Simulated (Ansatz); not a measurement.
Consider the ligand exchange at the Si–S bond: `O[SiH2]S[SiH2][SiH3]` + `N[SiH](O)Cl` → `O[SiH2]N[SiH](O)Cl` + `[SiH3][SiH2]S`.

Isolated molecules relaxed with PBE0-D4/def2-TZVP in Ansatz; ΔE leaves out vibrations. CCSD(T)/CBS adds triple-zeta CCSD(T) − MP2 to the extrapolated MP2 energy (def2 sets, frozen cores). Functionals use def2-TZVPP. Each species was taken in one conformer, which may not be the lowest.

```csv
species,r2SCAN-D4 energy (Eh)
`O[SiH2]S[SiH2][SiH3]`,-1346.73495
`N[SiH](O)Cl`,-882.18218
`O[SiH2]N[SiH](O)Cl`,-1248.16443
`[SiH3][SiH2]S`,-980.75045
```

Question: Work out ΔE.

Answer: ΔE = (-1248.16443) + (-980.75045) − (-1346.73495) − (-882.18218) = 0.00225 Eh = +5.9 kJ/mol. CCSD(T)/CBS gives +3.3 kJ/mol.

Largest T1 diagnostic among the species: 0.012.

From PBE to PBE0 (25 % exact exchange), in def2-TZVPP and without D4, ΔE moves by −3.0 kJ/mol. In def2-TZVPP, CCSD(T) changes the Hartree–Fock value by +6.5 kJ/mol (the triples alone add +2.1 kJ/mol) and MP2 by +10.9 kJ/mol.
